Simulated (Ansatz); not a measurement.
WS2. Total charge 0; triplet. Geometry PBE-D4/def2-TZVP, that of the charge +1 doublet; atoms count from 1.

```xyz
3

W    -0.686   -0.451    0.236
S    -0.584    1.597   -0.191
S     1.270   -1.145   -0.045
```

In the def2 sets W takes a core potential; there is no spin–orbit coupling. The structure comes from a short search, and lower isomers may exist.

Question: Estimate the Mulliken populations from the PBE0/def2-TZVP orbitals of Ansatz.

Answer: 
| atom | charge (e) | spin (α − β) | d electrons |
| --- | --- | --- | --- |
| W1 | 0.58 | 2.27 | 4.30 |
| S2 | -0.29 | -0.13 | – |
| S3 | -0.29 | -0.13 | – |
Mulliken values and Mayer orders depend strongly on the basis.

Question: Where does the spin sit?

Answer: Summed by element: W 2.27, S -0.27, of 2 unpaired in all. Largest on single atoms: W1 2.27, S2 -0.13, S3 -0.13.

Question: And the Mayer bond orders between bonded heavy atoms (over 0.3)?

Answer: W1–S2 2.29 (2.09 Å); W1–S3 2.29 (2.09 Å).
